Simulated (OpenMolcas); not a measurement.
**B II: from RASSCF to RASPT2**

| Quantity | Value |
| --- | --- |
| Program | OpenMolcas |
| Basis | ANO-R2 [4s4p2d1f] |
| Scalar Hamiltonian | X2C, finite nucleus |
| Active space | 2 electrons in 9 orbitals (RAS2 2s 2p; RAS3 3d, at most 2 electrons) |
| State averaging | 2S+1 = 3 even, 3 roots; 2S+1 = 1 even, 7 roots; 2S+1 = 3 odd, 3 roots; 2S+1 = 1 odd, 3 roots |
| Spin-orbit coupling | state interaction with AMFI integrals over the reference wave functions, term energies averaged over their components |

Methods on the same reference wave functions:
A. RASSCF
B. SS-RASPT2, IPEA 0.25 Eh, imaginary shift 0.1 Eh (closed shells correlated: 1s)
C. MS-RASPT2, IPEA 0.25 Eh, imaginary shift 0.1 Eh (closed shells correlated: 1s)

Energies in cm-1 above 2s2 1S0, the measured ground level; measured values from NIST Handbook of Basic Atomic Spectroscopic Data.

```csv
Level,A,B,C,Measured
2s2 1S0,0.0,0.0,0.0,0.0
2s 2p 3P* 0,36741,37359,37392,37336
2s 2p 3P* 1,36748,37366,37399,37342
2s 2p 3P* 2,36762,37380,37413,37358
2s 2p 1P* 1,75427,74070,74103,73397
2p2 3P0,99395,99270,99303,98911
2p2 3P1,99402,99277,99310,98920
2p2 3P2,99416,99291,99324,98933
2p2 1D2,103589,102921,102955,102363
2p2 1S0,136828,130439,130505,127661
```

Deviations, from unrounded energies. A percentage is the sum of absolute deviations over the sum of measured energies, with the sign that they share, or ± where signs differ.

| Against measurement | Levels | A | B | C |
| --- | --- | --- | --- | --- |
| mean absolute deviation (cm-1) | 9 | 1700 | 570 | 610 |
| other configurations (%) | 9 | ±2.2 | +0.7 | +0.8 |

B lies closest to measurement on these levels and A furthest from it. The largest miss of B in the table is 2p2 1S0, by +2800 cm-1. The ranking rests on the paired levels alone, and a cruder setting can come out closer through cancelling errors.

Between B and C the level of the table that moves most is 2p2 1S0, by 66 cm-1 (lowest in B, highest in C).

The lowest spin-free term lies below A's lowest term by 0.013 hartree in B, 0.013 hartree in C.

Active for correlation alone: 3d; no level in the range computed is led by a configuration that fills it, so any true level of that kind is missing. Without dynamic correlation excited terms often stand tens of per cent too high (terms of higher spin than the ground term too low), and those without a measured partner can miss by more than the paired ones (holds for A). Measured partners are found by configuration, term and J. A level has none where our copy of the source lacks it or the pairing is in doubt (some pairs that miss far off the trend of their configuration count as doubtful), and it then counts in no deviation. Levels of configurations outside the active space are missing.

* marks odd parity.
